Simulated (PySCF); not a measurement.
# SbO₂Cl, singlet: data card

These are results of PySCF, PBE0, basis Sb def2-TZVP with ECP28, O def2-TZVP, Cl def2-TZVP (scalar-relativistic core potentials, no spin–orbit coupling, density fitting), not measurements.

The structure is a minimum.

Coordinates in bohr (charge 0 multiplicity 1):
```
Sb    0.0000    0.0000   -0.6032
O     3.1547    0.0000   -1.8189
O    -3.1547    0.0000   -1.8189
Cl    0.0000    0.0000    3.7484
```

```json
{
 "Point group": "C2v",
 "Bond lengths": "Sb–Cl 2.303 Å, Sb–O 1.789 Å (×2)",
 "Bond angles": "Cl–Sb–O 111.1° (×2), O–Sb–O 137.9°",
 "Heat capacity Cp at 298.15 K": "67.4 J/(mol K)",
 "Enthalpy at 298.15 K above 0 K": "15.80 kJ/mol",
 "Zero-point energy": "16.0 kJ/mol",
 "Rotational symmetry number": "2",
 "Lowest empty level": "-3.98 eV",
 "Dipole moment": "1.29 D",
 "Principal polarisabilities": "33.6, 58.0, 65.4 bohr³",
 "Rotational constants": "0.1891, 0.09389, 0.06274 cm⁻¹",
 "Atomisation energy without zero-point energy": "940 kJ/mol",
 "Entropy at 298.15 K and 1 bar": "315.9 J/(mol K)",
 "Principal quadrupole moments (Buckingham, traceless) about the centre of mass": "-11.45, 1.47, 9.97 D Å",
 "Highest occupied level": "-9.36 eV"
}
```

Harmonic modes (masses in u: Sb 120.904, O 15.995, Cl 34.969):
```csv
symmetry,ω (cm⁻¹),IR (km/mol),type
b1,156,32.8,bend
b2,166,6.5,bend
a1,205,49.5,bend
a1,387,69.9,stretch
a1,849,30.3,stretch
b2,916,61.2,stretch
```

In C2v the vibrations span b1 + 2b2 + 3a1. Here b1 is antisymmetric to the molecular plane and b2 lies in it.

Charges (e):
```json
{"atom": "Sb1", "Mulliken": "1.33", "Löwdin": "0.73", "polar tensor": "1.67", "Mayer order to Sb1": "–"}
{"atom": "O2,3", "Mulliken": "-0.55", "Löwdin": "-0.40", "polar tensor": "-0.60", "Mayer order to Sb1": "1.77"}
{"atom": "Cl4", "Mulliken": "-0.24", "Löwdin": "0.07", "polar tensor": "-0.47", "Mayer order to Sb1": "1.00"}
```

Mulliken populations on Sb1 (electrons outside its core potential): s 3.29, p 7.76, d 10.48, f 0.14.

Counting electrons, antimony keeps none of its valence electrons outside its bonds, so the VSEPR class is AX3 and the expected shape is trigonal planar; with unlike ligands the computed point group is C2v.

Other isomers or separated fragments may lie lower.

The final relaxation and frequency run took of the order of 7 core-minutes on a shared host.
